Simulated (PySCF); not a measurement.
Geometry:
```json
{"atom": "N1", "x (Å)": "4.905", "y (Å)": "0.246", "z (Å)": "-0.261"}
{"atom": "C2", "x (Å)": "3.765", "y (Å)": "0.366", "z (Å)": "-0.329"}
{"atom": "C3", "x (Å)": "2.374", "y (Å)": "0.516", "z (Å)": "-0.416"}
{"atom": "C4", "x (Å)": "1.516", "y (Å)": "-0.308", "z (Å)": "0.201"}
{"atom": "C5", "x (Å)": "0.075", "y (Å)": "-0.149", "z (Å)": "0.108"}
{"atom": "C6", "x (Å)": "-0.784", "y (Å)": "-1.034", "z (Å)": "0.768"}
{"atom": "C7", "x (Å)": "-2.150", "y (Å)": "-0.847", "z (Å)": "0.653"}
{"atom": "C8", "x (Å)": "-2.619", "y (Å)": "0.210", "z (Å)": "-0.111"}
{"atom": "C9", "x (Å)": "-1.687", "y (Å)": "1.034", "z (Å)": "-0.729"}
{"atom": "N10", "x (Å)": "-0.386", "y (Å)": "0.866", "z (Å)": "-0.627"}
{"atom": "H11", "x (Å)": "2.004", "y (Å)": "1.339", "z (Å)": "-1.012"}
{"atom": "H12", "x (Å)": "1.877", "y (Å)": "-1.134", "z (Å)": "0.800"}
{"atom": "H13", "x (Å)": "-0.382", "y (Å)": "-1.846", "z (Å)": "1.355"}
{"atom": "H14", "x (Å)": "-2.839", "y (Å)": "-1.514", "z (Å)": "1.152"}
{"atom": "H15", "x (Å)": "-3.676", "y (Å)": "0.391", "z (Å)": "-0.226"}
{"atom": "H16", "x (Å)": "-2.000", "y (Å)": "1.873", "z (Å)": "-1.337"}
```

Geometry: GFN2-xTB; GIAO absolute shieldings from PySCF, gas phase, non-relativistic, averaged over equivalent atoms.

At PBE0/6-31G-J (144 basis functions, 21 s wall time on 1 thread of an Arm Neoverse V1, shared host):
```json
{"atoms": "N10", "σ (ppm)": "-79.1"}
{"atoms": "N1", "σ (ppm)": "-48.4"}
{"atoms": "C5", "σ (ppm)": "35.6"}
{"atoms": "C4", "σ (ppm)": "38.6"}
{"atoms": "C9", "σ (ppm)": "38.8"}
{"atoms": "C7", "σ (ppm)": "52.7"}
{"atoms": "C6", "σ (ppm)": "62.6"}
{"atoms": "C8", "σ (ppm)": "64.8"}
{"atoms": "C2", "σ (ppm)": "69.4"}
{"atoms": "C3", "σ (ppm)": "83.5"}
{"atoms": "H16", "σ (ppm)": "23.85"}
{"atoms": "H14", "σ (ppm)": "25.12"}
{"atoms": "H12", "σ (ppm)": "25.42"}
{"atoms": "H11", "σ (ppm)": "25.45"}
{"atoms": "H15", "σ (ppm)": "25.52"}
{"atoms": "H13", "σ (ppm)": "25.59"}
```

**Question.** Predict the values at OLYP/pcSseg-1 on the same geometry.

**Answer.** 
```tsv
atoms	σ at OLYP/pcSseg-1	change
N10	-63.2	+15.9
N1	-51.8	-3.4
C5	33.3	-2.3
C4	34.8	-3.8
C9	34.9	-3.9
C7	47.9	-4.8
C6	59.0	-3.6
C8	59.9	-4.9
C2	64.4	-5.0
C3	80.5	-3.0
H16	22.87	-0.98
H14	23.92	-1.20
H12	24.49	-0.93
H11	24.60	-0.85
H15	24.54	-0.98
H13	24.56	-1.03
```

The largest change is at N10 (pyridine-type ring nitrogen). Cost: 200 basis functions, 53 s wall time on 1 thread of an Arm Neoverse V1, shared host. The order of the carbon signals is the same at both levels.
